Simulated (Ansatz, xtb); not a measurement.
# C3H8AlBO: where a starting geometry ends

The starting geometry of this gas-phase singlet was built from a drawn formula by distance geometry and a force field; its bonds are those of `[BH2][Al]([CH3])[CH2]C=O`.

| atom | x (Å) | y (Å) | z (Å) |
| --- | --- | --- | --- |
| C | -3.2689 | -0.5987 | 1.7759 |
| C | -0.2143 | 0.8357 | 1.6400 |
| C | 1.0102 | 0.0561 | 1.1351 |
| Al | -1.8481 | 0.1800 | 0.6832 |
| B | -1.9883 | 0.3308 | -1.3773 |
| O | 1.4666 | 0.2338 | 0.0214 |
| H | -2.9468 | -0.0626 | -1.9166 |
| H | -1.1170 | 0.7281 | -2.0054 |
| H | -3.0313 | -0.5501 | 2.8170 |
| H | -4.2238 | -0.0047 | 1.5801 |
| H | -3.4921 | -1.6353 | 1.4503 |
| H | -0.2925 | 0.6886 | 2.6823 |
| H | -0.0341 | 1.9142 | 1.4270 |
| H | 1.5250 | -0.6113 | 1.8187 |

Q: Predict what becomes of its bonds when it is optimised with r2SCAN-D4/def2-SVP.

A: A new bond forms, giving a structure given below by its coordinates. Distances that change by over a tenth: B5–H8 (1.15 → 1.27 Å). Contacts that close: B5–O6 (3.73 → 1.48 Å).

The energy falls by 1.68 eV over 62 steps:

| step | E − E(last) (eV) |
| --- | --- |
| 1 | 1.677 |
| 8 | 1.313 |
| 15 | 1.243 |
| 21 | 1.083 |
| 28 | 0.188 |
| 35 | 0.007 |
| 42 | 0.004 |
| 48 | 0.002 |
| 55 | 0.000 |
| 62 | 0.000 |

Final geometry (Å):

| atom | x (Å) | y (Å) | z (Å) |
| --- | --- | --- | --- |
| C | -3.5474 | -0.3418 | 1.8297 |
| C | -0.1266 | 0.3139 | 1.6578 |
| C | 0.8117 | 0.2117 | 0.6101 |
| Al | -1.8965 | -0.5140 | 0.7806 |
| B | -0.9907 | 0.0965 | -0.9992 |
| O | 0.4405 | 0.1578 | -0.6218 |
| H | -1.1794 | -0.0373 | -2.1802 |
| H | -1.6277 | 1.0793 | -0.5057 |
| H | -3.6377 | 0.6476 | 2.3112 |
| H | -4.4456 | -0.4873 | 1.2060 |
| H | -3.5915 | -1.0936 | 2.6374 |
| H | 0.2615 | 0.2506 | 2.6797 |
| H | -0.8102 | 1.1884 | 1.5518 |
| H | 1.8842 | 0.0328 | 0.7741 |

From the same start GFN2-xTB ends elsewhere, differing in C2–Al4 (3.89 against 2.14 Å here), Al4–O6 (1.68 against 2.81 Å here), B5–O6 (2.94 against 1.48 Å here).

The end wasn't checked by frequencies. Run with Ansatz 0.2.0, 110 s on 2 threads of Intel(R) Xeon(R) 6975P-C (Granite Rapids) (shared host).
